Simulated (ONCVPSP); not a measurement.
# titanium (Ti): excitation energies, all-electron against ONCV

```
Element                 : titanium
Generator               : ONCVPSP 4.0.1
Type                    : optimised norm-conserving Vanderbilt (ONCV)
Functional              : PBE
Relativity              : scalar-relativistic
Frozen core             : [Ne]
Valence charge          : 12
Reference configuration : 3s2 3p6 3d2 4s2
Partial waves           : 3s+4s: rc 1.90 bohr, ncon 4, nbas 7, qcut 8.2 1/bohr, 2 projectors; 3p: rc 1.75 bohr, ncon 3, nbas 6, qcut 9.2 1/bohr, 2 projectors, debl 1.1 Ha; 3d: rc 1.80 bohr, ncon 4, nbas 9, qcut 7.1 1/bohr, 2 projectors, debl 1.9 Ha
Local potential         : polynomial inside 1.15 bohr (lpopt 5, dvloc0 3 Ha)
Core correction         : polynomial model core, fcfact 0.15
```

In the p channel the program set the typed energies aside and used -1.428, 0.250 Ha.

Energies are relative to the spin-unpolarised reference configuration 3s2 3p6 3d2 4s2; without spin polarisation the order of configurations can differ from experiment.

```
valence configuration  charge  ΔE all-electron (eV)  error AE − PS (meV)
      3s2 3p6 3d2 4s1      +1                 7.347                 -0.2
      3s2 3p6 3d2 4s0      +2                20.919                 -1.5
      3s2 3p6 3d1 4s0      +3                47.867                  +77
      3s2 3p6 3d3 4s1       0                 1.106                  +18
```

Levels in the configuration 3s2 3p6 3d1 4s0:

```
level  all-electron (eV)  pseudo (eV)
   3s            -95.044      -94.933
   3p            -70.922      -70.779
   3d            -34.691      -34.442
```
